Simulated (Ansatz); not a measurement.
Reaction (ligand exchange at the Al–O bond): `[OH][AlH][SH]` + `NCF` → `FC[NH][AlH][SH]` + H₂O

Program: Ansatz. Geometries: PBE0-D4/def2-TZVP. ΔE: electronic, gas phase. CCSD(T)/CBS adds triple-zeta CCSD(T) − MP2 to the extrapolated MP2 energy (def2 sets, frozen cores). This one scheme is used for every species. DFT in def2-TZVPP. Each species was taken in one conformer, which may not be the lowest.

```csv
level,ΔE (kcal/mol),difference from CCSD(T)/CBS
r2SCAN-D4,12.7,1.3
PBE0-D4,11.6,0.2
B2PLYP,13.2,1.8
PBE,12.6,1.2
MP2/def2-TZVPP,11.8,0.4
SCS-MP2/def2-TZVPP,12.3,0.9
CCSD/def2-TZVPP,12.0,0.6
CCSD(T)/def2-TZVPP,11.7,0.3
MP2/CBS(def2),11.5,0.1
CCSD/CBS(def2),11.8,0.4
CCSD(T)/CBS,11.4,0
```

Largest T1 diagnostic among the species: 0.012.

The D4 term adds −1.3 kcal/mol with B3LYP and −0.8 kcal/mol with PBE0; it sums over pairs of atoms, weighted by their polarisabilities, and B3LYP, whose exchange is more repulsive, gets the larger term. In def2-TZVPP, CCSD(T) changes the Hartree–Fock value by −2.7 kcal/mol (the triples alone add −0.4 kcal/mol) and MP2 by −2.6 kcal/mol.

B3LYP here is the variant with VWN-RPA as its local correlation; programs differ in this.
